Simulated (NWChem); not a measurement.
Isomers of CH2F2O2Si, each optimised at PBE0/def2-SVP with NWChem, gas phase unless a solvent is named. Flexible species stand in one conformer each, which need not be the lowest. Pople sets run with spherical d functions. Relative energies count from the lowest isomer at each level and are electronic, without zero-point energy, on those geometries. Shieldings are non-relativistic GIAO values without spin-orbit effects.

A: [Si]1(OCO1)(F)F
B: O=CO[SiH](F)F
C: C(=O)[Si](F)(F)O

```tsv
quantity	A	B	C
relative energy, PBE0/def2-SVP (kcal/mol)	0.0	1.5	14.5
relative energy, B3LYP/def2-TZVP (kcal/mol)	0.0	3.3	13.6
29Si shift against tetramethylsilane, B3LYP/6-31G* (ppm)	-68.8	-44.5	-71.8
```
